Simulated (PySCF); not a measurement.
# What a mistake does to a calculation on BCGeH6

Calculated results; nothing here was measured. The program is PySCF 2.14.0, an open-source quantum chemistry code, run on an isolated molecule that a program drew, which may never have been made. The molecule is BCGeH6 (charge 0, doublet), drawn as the SMILES string `[BH][CH2][GeH3]`.

Each row is a Hartree-Fock (HF) and frozen-core CCSD(T) single point in the cc-pVDZ basis, meant for a local HF minimum. Run 1 is clean. Each other run has one planted mistake out of seven kinds, and not every kind appears here: one electron removed, one electron added, multiplicity raised by two, geometry at a saddle point, minimal basis STO-3G, one bond length entered in bohr, all coordinates scaled. The reference is restricted for singlets and unrestricted otherwise, and also for a bond in bohr. Adding or removing an electron swaps singlet and doublet. Electrons count all cores. HOMO and LUMO are orbital energies over both spins, the gradient is its largest component, and the lowest frequency (negative if imaginary) is given only where the gradient is small. Bond lengths are over the 8 bonds as drawn. T1 is the CCSD diagnostic: over 0.02 (restricted) or 0.045 (unrestricted) a single reference is doubtful. Germanium has the cc-pVDZ-PP basis, with a core potential (ECP10MDF) in place of its 10 inner electrons, and its 3s, 3p and 3d shells are frozen in CCSD(T).

Geometry of the clean run:
```xyz
9
BCGeH6, angstrom
B    -0.5345    0.4682    0.8255
C    -1.1005   -0.7751    0.1027
Ge   -2.3208   -1.7521    1.3356
H     0.4193    0.5110    1.5519
H    -1.7083   -0.5430   -0.7750
H    -0.3282   -1.5029   -0.1695
H    -2.8167   -3.0059    0.6101
H    -1.5813   -2.1684    2.6110
H    -3.5214   -0.8799    1.7124
```

| run | electrons | basis functions | <S^2> | HOMO (eV) | LUMO (eV) | gradient (hartree/bohr) | lowest frequency (cm^-1) | mean bond (Å) | longest bond (Å) | T1 | HF (hartree) | CCSD(T) (hartree) | mistake |
|---|---|---|---|---|---|---|---|---|---|---|---|---|---|
| 1 | 49 | 81 | 0.753 | -8.80 | 2.03 | 1.5e-05 | 89 | 1.4398 | 1.991 | 0.0116 | -359.34632 | -359.71258 | no fault |
| 2 | 48 | 81 | 0.000 | -17.13 | -6.21 | 9.6e-02 | - | 1.4398 | 1.991 | 0.0165 | -359.07007 | -359.43106 | one electron removed |
| 3 | 49 | 81 | 3.768 | -6.19 | -2.55 | 8.5e-02 | - | 1.4398 | 1.991 | 0.0546 | -359.14911 | -359.50917 | multiplicity raised by two |
| 4 | 49 | 81 | 0.753 | -8.49 | 2.42 | 6.6e-02 | - | 1.3246 | 1.832 | 0.0109 | -359.29132 | -359.65069 | all coordinates scaled |
| 5 | 50 | 81 | 0.000 | 0.80 | 8.20 | 6.1e-02 | - | 1.4398 | 1.991 | 0.0160 | -359.26884 | -359.67402 | one electron added |
| 6 | 49 | 81 | 1.291 | -9.40 | 1.46 | 4.4e-02 | - | 1.5616 | 2.070 | 0.0493 | -359.23809 | -359.60385 | ? |

**Which mistake was planted in run 6, and what did it cost?**

The mean bond changes by a factor of 1.085 and the longest by 1.040, so the molecule wasn't scaled as a whole. A length L in bohr read as angstrom grows by (1/0.5292 - 1) L = 0.890 L. The 8 bonds together grew by 8 x 0.1218 = 0.974 Å, which gives L = 1.095 Å. That is the length of one of the C-H bonds, 1.096 Å in the clean geometry. So the mistake is: one bond length entered in bohr. Subtracting run 1 and multiplying by 627.51 kcal/mol a hartree, the energy moved by 67.9 kcal/mol in HF and 68.2 kcal/mol in CCSD(T).

Cautions from the logs. Run 3: T1 is over the limit, so its CCSD(T) energy is less reliable; run 5: the HOMO is above zero, so the electron isn't bound and the energy depends on the basis; run 6: T1 is over the limit, so its CCSD(T) energy is less reliable.
